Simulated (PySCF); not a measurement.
Cartesian coordinates in Å; atom numbers follow the order of the lines, from 1:
```xyz
20

C     1.766    0.917    0.468
C     0.889   -0.233    0.936
C    -0.118   -0.756   -0.086
C     0.552   -1.429   -1.270
F    -0.853   -1.747    0.578
C    -1.138    0.273   -0.567
C    -1.993    0.876    0.518
F    -1.286    1.771    1.256
F    -3.024    1.549   -0.042
H     2.493    1.185    1.249
H     2.340    0.665   -0.437
H     1.170    1.818    0.260
H     1.509   -1.095    1.233
H     0.332    0.071    1.835
H    -0.205   -1.909   -1.907
H     1.252   -2.201   -0.919
H     1.107   -0.702   -1.880
H    -1.822   -0.228   -1.269
H    -0.646    1.091   -1.114
H    -2.402    0.115    1.204
```

Geometry: PBE0-D3(BJ)/def2-SVP; GIAO absolute shieldings from PySCF 2.14, gas phase, non-relativistic, averaged over equivalent atoms.

At PBE0/pcSseg-1 (208 basis functions, 23 s wall time on 1 thread of an AMD EPYC 9R45 96-Core, shared host):
```json
{"atoms": "C7", "σ (ppm)": "66.1"}
{"atoms": "C3", "σ (ppm)": "90.4"}
{"atoms": "C6", "σ (ppm)": "141.1"}
{"atoms": "C2", "σ (ppm)": "150.5"}
{"atoms": "C4", "σ (ppm)": "156.6"}
{"atoms": "C1", "σ (ppm)": "173.4"}
{"atoms": "F9", "σ (ppm)": "309.8"}
{"atoms": "F8", "σ (ppm)": "311.4"}
{"atoms": "F5", "σ (ppm)": "345.1"}
{"atoms": "H20", "σ (ppm)": "25.24"}
{"atoms": "H14", "σ (ppm)": "29.27"}
{"atoms": "H19", "σ (ppm)": "29.34"}
{"atoms": "H18", "σ (ppm)": "29.51"}
{"atoms": "H13", "σ (ppm)": "29.84"}
{"atoms": "H15/H16/H17", "σ (ppm)": "29.96"}
{"atoms": "H10/H11/H12", "σ (ppm)": "30.37"}
```

**Question.** Predict the values at wB97X-D/pcSseg-1 on the same geometry.

**Answer.** 
```tsv
atoms	σ at wB97X-D/pcSseg-1	change
C7	66.2	+0.1
C3	90.3	-0.1
C6	140.8	-0.3
C2	150.7	+0.2
C4	156.2	-0.4
C1	173.3	-0.1
F9	314.0	+4.2
F8	315.5	+4.1
F5	350.0	+4.9
H20	25.39	+0.15
H14	29.41	+0.14
H19	29.48	+0.14
H18	29.62	+0.11
H13	29.97	+0.13
H15/H16/H17	30.06	+0.10
H10/H11/H12	30.48	+0.11
```

The largest change is at F5 (fluorine on an sp3 carbon). Cost: 208 basis functions, 26 s wall time on 1 thread of an AMD EPYC 9R45 96-Core, shared host. The order of the carbon signals is the same at both levels.
